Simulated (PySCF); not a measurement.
**Radial density of Mg⁺ (magnesium, charge +1)**

UHF, [Ne] 3d1, 2D determinant (an excited configuration). All numbers are calculated (PySCF 2.14, the non-relativistic Hamiltonian (point nucleus), in dyall-av3z (20s13p6d4f, 117 functions)).

| r (bohr) | 4πr²ρ (e/bohr) | 4πr²(ρα − ρβ) |
| --- | --- | --- |
| 0.00265 | 0.09047 | 0.0000 |
| 0.00446 | 0.2451 | 0.0000 |
| 0.00750 | 0.6447 | 0.0000 |
| 0.0126 | 1.614 | 0.0000 |
| 0.0212 | 3.717 | 0.0000 |
| 0.0357 | 7.453 | -0.0001 |
| 0.0601 | 11.87 | -0.0002 |
| 0.101 | 13.08 | -0.0003 |
| 0.170 | 9.064 | -0.0009 |
| 0.286 | 7.826 | -0.0024 |
| 0.481 | 11.07 | -0.0028 |
| 0.809 | 7.224 | 0.0028 |
| 1.36 | 1.346 | 0.0212 |
| 2.29 | 0.1437 | 0.1052 |
| 3.85 | 0.2462 | 0.2461 |
| 6.47 | 0.1060 | 0.1060 |
| 10.9 | 3.768e-05 | 0.0000 |

The outer electron is Rydberg-like, and this basis confines it to a smaller radius and binds it less than a complete one would.

(1) Where is the radial spin density 4πr²(ρα − ρβ) most negative, and why is it negative at all?

## Answers

(1) Around r = 0.481 bohr, down to -0.0028 e/bohr: exchange with the open shell polarises the paired shells in an unrestricted calculation.
